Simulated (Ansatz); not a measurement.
Species: CH$_{6}$B$_{2}$O, SMILES `BBOC` (charge 0, multiplicity 1).

Problem. Give a relaxed geometry from B3LYP-D3(BJ)/def2-TZVP run with Ansatz (a first-principles code).

Solution. One answer among several that fit: the end point of this relaxation, one of several conformers (outside a Z-matrix the atoms follow the SMILES, hydrogens last).
Cartesian coordinates (Å) in one orientation:
```xyz
10

B     -1.670    -0.184    -0.117
B     -0.485     0.993    -0.038
O      0.854     0.858     0.057
C      1.491    -0.412     0.107
H     -2.233    -0.585     0.859
H     -2.090    -0.594    -1.160
H     -0.869     2.137    -0.070
H      0.765    -1.230     0.058
H      2.181    -0.494    -0.734
H      2.055    -0.488     1.037
```
